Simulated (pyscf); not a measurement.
This saddle point was located with ωB97X-D3(BJ)/def2-SVP in PySCF.

```
Zn
H 1 1.6562
C 1 1.9645 2 131.48
H 3 1.1028 1 111.57 2 55.20
H 3 1.1029 4 107.87 1 -122.97
H 3 1.1035 4 106.84 5 -115.44
C 1 2.1384 2 111.39 3 -171.75
H 7 1.0994 1 140.85 2 12.83
H 7 1.1008 8 107.71 1 141.33
H 7 1.1068 8 105.54 9 115.78
Bi 2 2.2035 1 93.01 3 -166.11
H 11 1.8013 2 75.04 1 110.60
H 11 1.8164 12 86.87 2 133.18
```
Charge 0, spin multiplicity 1.

Surface: singlet, charge 0. Lowest wavenumbers (cm⁻¹): 394i, 15, 69, 107, 151.

Which two sides does it connect, and which bonds change?

BiH₃ (SMILES [BiH3]) + H₃C–Zn–CH₃ (SMILES [CH3][Zn][CH3]) <-> H₃C–BiH₂ (SMILES [CH3][BiH2]) + H₃C–ZnH (SMILES [CH3][ZnH]), a four-centre exchange read from left to right: Bi–H, C–Zn broken and Bi–C, H–Zn formed. At ωB97M-D3(BJ)/def2-TZVP it lies +1.44 eV from the left side and +1.28 eV from the right (each side as separated species at their lowest minima found). On the reactant side the descent ends in a complex (not fully relaxed), 0.22 eV under the separated species and 1.32 eV under the saddle at ωB97X-D3(BJ)/def2-TZVP. On the product side the descent ends in an adduct with a Bi–Zn contact, 0.28 eV under the separated species and 1.28 eV under the saddle at ωB97X-D3(BJ)/def2-TZVP. At ωB97X-D3(BJ)/def2-TZVP the barrier from the zero used here is 1.10 eV. This is the saddle that the search found; another between the same sides may lie lower. Elements up to Kr have no core potential and no relativistic terms here. Elements past Kr carry the def2 core potentials, without spin-orbit coupling.
